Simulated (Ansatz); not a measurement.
A CCSD(T) single point on CH7ClSi2 (`[SiH3]C[SiH2]Cl`).

```yaml
crystal:
  periodic: [false, false, false]
  atoms:
    - {symbol: Si, position_ang: [-0.643021, 1.449653, 0.240401]}
    - {symbol: C, position_ang: [0.355475, -0.071787, 0.703786]}
    - {symbol: Si, position_ang: [0.341659, -1.441397, -0.549618]}
    - {symbol: Cl, position_ang: [0.947225, -0.719382, -2.382632]}
    - {symbol: H, position_ang: [0.033313, 2.208334, -0.840624]}
    - {symbol: H, position_ang: [-0.796925, 2.336745, 1.424313]}
    - {symbol: H, position_ang: [-1.996045, 1.044001, -0.225550]}
    - {symbol: H, position_ang: [1.389735, 0.225460, 0.904850]}
    - {symbol: H, position_ang: [-0.049191, -0.484669, 1.636140]}
    - {symbol: H, position_ang: [1.271724, -2.537692, -0.184885]}
    - {symbol: H, position_ang: [-1.028649, -1.982367, -0.717981]}
basis:
  gaussian: {orbitals: def2-TZVPP}
correlation: {method: ccsd_t}
```

```sh
$ ansatz run in.yaml --threads 4 --pin off --events-out ev --progress --plain --max-ram 10444MiB
```

The program prints (abridged):

```
Functional definition: HF
1445 factors; integrals over basis functions are off by at most 1.1e-3 eV
mean field evaluation 1: about -29369.7815 eV, gradient 2.8e1 eV
mean field evaluation 2: about -29370.0178 eV, gradient 2.8e1 eV
mean field evaluation 4: about -29372.5281 eV, gradient 3.2e0 eV
mean field evaluation 8: about -29372.5715 eV, gradient 2.0e-1 eV
mean field -29372.57160779 eV, -1079.4220971420 hartree, gradient 2.7e-6 eV, S^2 0.000000; 0 other end points of the search recorded, 0 dependent functions left out
16 core orbitals not correlated: weight in the atoms' cores, before any rotation towards them, 1.000 or more for the frozen orbitals, at most 0.000 for the correlated occupied ones
reference -29372.57160779 eV, -1079.4220971420 hartree; 13, 13 occupied and 226, 226 virtual orbitals, 1445 factors
second order -16.88485501 eV of doubles, -0.00000000 eV of singles
cycle   1  -18.09402463 eV  change    -1.2e0 eV  update   8.8e-2
cycle   2  -18.60052909 eV  change   -5.1e-1 eV  update   2.6e-2
cycle   3  -18.65381084 eV  change   -5.3e-2 eV  update   9.3e-3
cycle   4  -18.64776301 eV  change    6.0e-3 eV  update   2.6e-3
cycle   5  -18.64698600 eV  change    7.8e-4 eV  update   8.2e-4
cycle   6  -18.64689925 eV  change    8.7e-5 eV  update   2.3e-4
cycle   7  -18.64687445 eV  change    2.5e-5 eV  update   6.3e-5
cycle   8  -18.64689282 eV  change   -1.8e-5 eV  update   2.1e-5
perturbative correction -0.70950747 eV, -0.0260739186 hartree
Total energy: -29391.92800807 eV, -1080.1334317323 hartree
```

Run time 110 s (4 threads of an Arm Neoverse V1 on a shared host); peak host memory 5.1 GiB.

The correlation energy is -19.356 eV, 3.7 % of it from (T); the T1 diagnostic reads 0.0099.
